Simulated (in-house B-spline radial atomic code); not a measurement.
Ionising the iron ion Fe⁶⁺ with different functionals

Computed with a radial B-spline atomic code at the basis-set limit: scalar-relativistic (spin-free X2C) Hamiltonian, Fermi nucleus of rms radius 3.7377 fm, spin-polarised at highest spin, spherical fractional occupations for the functionals, and exact exchange of hybrids averaged over the configuration. The ionisation energy is the difference of two self-consistent energies, [Ar] 3d2 → [Ar] 3d1, without Breit or QED terms; ε is the level of the shell that loses the electron (its least bound occupied spin orbital).

| method | rung | ΔSCF (eV) | -ε(3d) (eV) |
| --- | --- | --- | --- |
| PBE0 | global hybrid | ? | ? |
| B3LYP | global hybrid | 124.68 | 114.71 |
| TPSSh | global hybrid | ? | ? |
| BHandHLYP | global hybrid | 124.46 | 118.78 |
| r2SCAN0 | global hybrid | 124.41 | 115.32 |
| B97-1 | global hybrid | 124.49 | 114.67 |
| HSE06 | range-separated hybrid | 124.48 | 114.82 |
| wB97X | range-separated hybrid | 124.22 | 117.36 |
| CAM-B3LYP | range-separated hybrid | 124.64 | 116.73 |
| LC-wPBE | range-separated hybrid | 124.58 | 117.45 |

Problem. What does TPSSh give?

Solution. ΔSCF 124.37 eV, and -ε(3d) = 113.02 eV.

Problem. What does PBE0 give?

Solution. ΔSCF 124.54 eV, and -ε(3d) = 115.31 eV.

Problem. Among the functionals, which spreads more, the ΔSCF values or the orbital energies?

Solution. The orbital energies: ΔSCF values span about 0.46 eV and the orbital energies 5.76 eV; here energy differences depend much less on the functional than eigenvalues do.

Problem. How do they compare with the NIST value?

Solution. NIST lists 124.967 eV ± 0.0025 (measured, ground level to ground level). Errors run from -0.75 to -0.29 eV; B3LYP is closest (-0.29 eV), but part of that can be cancellation, since the calculations leave out spin-orbit coupling, Breit-QED terms, multiplet and fine-structure energies.
